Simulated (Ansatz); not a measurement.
Born–Oppenheimer molecular dynamics of CH₆BPSi (10 atoms, charge 0, multiplicity 1). It starts at the highest image of a converged band, a first-order saddle point between two minima.

These are results of RKS r2SCAN-D4/def2-SVP (Ansatz 0.2.0), not measurements.

- ensemble: NVE (velocity Verlet)
- time step: 0.5 fs
- steps asked: 147
- starting velocities drawn for: 300 K
- seed: 2787

First frame:

```xyz
10
Properties=species:S:1:pos:R:3
C -1.312 0.750 -0.811
Si -0.895 -0.521 0.551
B 0.639 -0.110 1.570
P 1.928 -1.015 0.298
H -1.838 0.288 -1.659
H -2.004 1.478 -0.349
H -0.435 1.306 -1.173
H 1.220 -2.135 -0.231
H 1.065 0.111 2.671
H 1.716 -0.204 -0.864
```

Problem. How far do the bonds stretch over the last three quarters of this one trajectory? (Pairs bonded in most of those frames.)

Solution. 
```csv
bond,mean (Å),spread (Å),shortest,longest
C1–Si2,1.927,0.037,1.87,1.97
C1–H5,1.103,0.019,1.07,1.13
C1–H6,1.108,0.020,1.08,1.14
C1–H7,1.103,0.010,1.08,1.12
Si2–B3,1.917,0.024,1.88,1.97
B3–P4,1.990,0.056,1.93,2.10
B3–H9,1.203,0.003,1.20,1.21
P4–H8,1.455,0.040,1.38,1.53
P4–H10,1.440,0.019,1.41,1.47
```

Mean temperature of the second half: 282 K. The conserved energy stayed within 0.13 meV per atom of its start (net change 0.086 meV per atom), so the integration is sound. A run of 0.073 ps of so small a system gives no equilibrium averages. The orbitals stay closed-shell, which can raise the energy where a bond breaks towards radicals; this wasn't checked here.

The run took 7.9 min on 2 threads of Arm Neoverse V1, on a shared host, peak memory 0.14 GiB.
